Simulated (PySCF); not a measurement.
Spin-rotation constants: `InChI=1S/C5H8OSe/c1-6-5-2-3-7-4-5/h2H,3-4H2,1H3`

Cartesian coordinates in Å; atom numbers follow the order of the lines, from 1:
```xyz
15

C     2.1420   -0.9866   -0.1140
O     1.4541   -0.0292    0.6548
C     0.1589    0.2236    0.3286
C    -0.5735   -0.3239   -0.6340
C    -1.9860    0.1204   -0.8041
Se   -2.2813    1.5370    0.5453
C    -0.4563    1.2657    1.2171
H     3.1527   -1.0217    0.2885
H     1.6778   -1.9737   -0.0258
H     2.1773   -0.6983   -1.1692
H    -0.2143   -1.0822   -1.3104
H    -2.6983   -0.6898   -0.6270
H    -2.1722    0.5359   -1.7977
H    -0.4862    0.9280    2.2549
H     0.1009    2.2029    1.1711
```

Computed with GIAO BP86/def2-SVP magnetisability, rotational g tensor and spin-rotation constants, non-relativistic, gas phase (PySCF). Geometry: GFN2-xTB.

The calculation is non-relativistic, which matters for the atoms heavier than Zn.

Q: Give the nuclear spin-rotation constants along the inertial axes (H = +C I·J) beside the isotropic shieldings.

A: Rotational constants 5.2276, 0.9561, 0.8210 GHz. A star marks the isotopologue with that one atom substituted, in its own axes.
| atom | isotope | Caa (kHz) | Cbb (kHz) | Ccc (kHz) | mean (kHz) | σ (ppm) |
| --- | --- | --- | --- | --- | --- | --- |
| H8 | 1H | 0.002 | -0.050 | -0.086 | -0.045 | 27.8 |
| H9 | 1H | -0.526 | -0.055 | -0.005 | -0.195 | 28.3 |
| H10 | 1H | -0.525 | -0.054 | -0.006 | -0.195 | 28.3 |
| H11 | 1H | -0.091 | -0.008 | -0.104 | -0.068 | 27.6 |
| H12 | 1H | -0.460 | -0.062 | -0.002 | -0.174 | 27.9 |
| H13 | 1H | -0.459 | -0.056 | -0.009 | -0.174 | 28.1 |
| H14 | 1H | -0.545 | -0.051 | 0.000 | -0.199 | 28.0 |
| H15 | 1H | -0.544 | -0.041 | -0.012 | -0.199 | 28.2 |
| C1 | 13C* | 0.847 | 0.182 | 0.171 | 0.400 | 136.1 |
| O2 | 17O* | -0.923 | -0.179 | -0.042 | -0.381 | 226.1 |
| C3 | 13C* | 2.338 | 0.303 | 0.206 | 0.949 | 38.7 |
| C4 | 13C* | 1.783 | 0.236 | 0.113 | 0.711 | 102.1 |
| C5 | 13C* | 0.661 | 0.153 | 0.162 | 0.325 | 154.6 |
| Se6 | 77Se* | 9.408 | 0.892 | 1.697 | 3.999 | 1635.5 |
| C7 | 13C* | 0.676 | 0.146 | 0.174 | 0.332 | 152.6 |

For the geometry as given, no vibrational averaging.
